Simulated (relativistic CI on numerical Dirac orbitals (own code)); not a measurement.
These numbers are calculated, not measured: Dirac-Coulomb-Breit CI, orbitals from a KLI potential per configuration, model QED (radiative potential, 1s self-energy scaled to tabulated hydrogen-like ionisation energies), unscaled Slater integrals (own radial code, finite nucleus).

Configuration list (outside the closed core 1s2): 2s2 2p4, 2s 2p5, 2p6, 2p5 3s, 2p5 3p, 2s2 2p3 3s, 2p5 3d, 2s2 2p3 3p, 2s2 2p3 3d, 2s 2p4 3s, 2s 2p4 3p, 2s 2p4 3d, 2s2 2p3 4s, 2s2 2p3 4p, 2s2 2p3 4d, 2s2 2p3 4f, 2s2 2p2 3s2, 2s 2p4 4s, 2s2 2p2 3s 3p, 2s 2p4 4p, 2s2 2p3 5s, 2s 2p4 4d, 2s2 2p2 3s 3d, 2s 2p4 4f, 2s2 2p3 5p, 2s2 2p2 3p2, 2s2 2p3 5d, 2s2 2p3 5f, 2s2 2p3 5g, 2s2 2p2 3p 3d, 2s 2p3 3s2, 2s2 2p2 3d2, 2s 2p3 3s 3p, 2s 2p3 3s 3d, 2s 2p3 3p2, 2s 2p4 5s. Levels of other configurations are missing.

At this charge energies of transitions that change n are usually good to better than 1 %, and those within a shell (Δn = 0) to a few per cent.

Outline of the computed level scheme of Ta LXVI. Lowest level of each configuration: 2s2 2p4 3P_2 at 0.0 eV; 2s 2p5 3P°_2 at 1714.9 eV; 2p6 1S_0 at 3552.0 eV; 2s2 2p3 3s 3P°_2 at 8404.3 eV; 2s2 2p3 3p 3P_1 at 8524.3 eV; 2s2 2p3 3d 3D°_2 at 9018.8 eV; 2s 2p4 3s 5P_3 at 10043.0 eV; 2s 2p4 3p 5P°_2 at 10171.0 eV.

Some strong electric-dipole decays among the lowest 45 levels: 2s2 2p3 3d 3D°_3 → 2s2 2p4 3P_2 (2.2e+15 s⁻¹); 2s2 2p3 3d 3D°_1 → 2s2 2p4 1S_0 (1.3e+15 s⁻¹); 2s2 2p3 3d 3D°_2 → 2s2 2p4 3P_2 (9.8e+14 s⁻¹); 2s 2p4 3p 3D°_3 → 2s2 2p4 3P_2 (5.1e+14 s⁻¹); 2s2 2p3 3d 3D°_1 → 2s2 2p4 3P_2 (2.6e+14 s⁻¹); 2s 2p4 3p 5P°_2 → 2s2 2p4 3P_2 (2.1e+14 s⁻¹); 2s2 2p3 3s 1D°_2 → 2s2 2p4 1D_2 (2.0e+14 s⁻¹); 2s 2p4 3s 3P_2 → 2s 2p5 3P°_2 (1.9e+14 s⁻¹).

LS names give the leading component of a level, which can be under half, so a name can repeat, a term be missing and a line seem to break the LS rules.
